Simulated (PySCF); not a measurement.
## Pd⁴¹⁺ (palladium, charge +41) across methods

[He] 2s2 2p1, 2P determinant. Computed with PySCF 2.14 in an uncontracted even-tempered set (17 s from 16 bohr⁻², ratio 2.2; 10 p from 21 bohr⁻², ratio 2.2; 6 d from 83 bohr⁻², ratio 2.4; 5 f from 120 bohr⁻², ratio 2.4; 4 g from 190 bohr⁻², ratio 2.4), with the non-relativistic Hamiltonian (point nucleus).

```json
{"method": "PBE", "E (hartree)": "-2803.66", "mean ε 2s α (eV)": "-6284.1", "mean ε 2s β (eV)": "-6265.1", "mean ε 2p α (eV)": "-6173.1", "Σ⟨r²⟩ (bohr²)": "0.06173", "⟨S²⟩": "0.750"}
{"method": "LDA", "E (hartree)": "-2799.56", "mean ε 2s α (eV)": "-6278.7", "mean ε 2s β (eV)": "-6258.6", "mean ε 2p α (eV)": "-6165.5", "Σ⟨r²⟩ (bohr²)": "0.06180", "⟨S²⟩": "0.750"}
{"method": "M06-L", "E (hartree)": "-2804.03", "mean ε 2s α (eV)": "-6289.4", "mean ε 2s β (eV)": "-6270.5", "mean ε 2p α (eV)": "-6182.8", "Σ⟨r²⟩ (bohr²)": "0.06168", "⟨S²⟩": "0.750"}
{"method": "UHF", "E (hartree)": "-2803.83437", "mean ε 2s α (eV)": "-6365.9", "mean ε 2s β (eV)": "-6329.9", "mean ε 2p α (eV)": "-6267.4", "Σ⟨r²⟩ (bohr²)": "0.06172", "⟨S²⟩": "0.750"}
{"method": "PBE0", "E (hartree)": "-2803.74", "mean ε 2s α (eV)": "-6304.9", "mean ε 2s β (eV)": "-6281.7", "mean ε 2p α (eV)": "-6196.9", "Σ⟨r²⟩ (bohr²)": "0.06173", "⟨S²⟩": "0.750"}
{"method": "r2SCANh", "E (hartree)": "-2803.86", "mean ε 2s α (eV)": "-6298.9", "mean ε 2s β (eV)": "-6275.5", "mean ε 2p α (eV)": "-6192.2", "Σ⟨r²⟩ (bohr²)": "0.06172", "⟨S²⟩": "0.750"}
{"method": "r2SCAN", "E (hartree)": "-2803.85", "mean ε 2s α (eV)": "-6291.4", "mean ε 2s β (eV)": "-6269.2", "mean ε 2p α (eV)": "-6183.7", "Σ⟨r²⟩ (bohr²)": "0.06172", "⟨S²⟩": "0.750"}
```

A non-relativistic calculation at this Z misses sizeable relativistic shifts. Spin-orbit coupling, absent here, splits the open shell strongly.
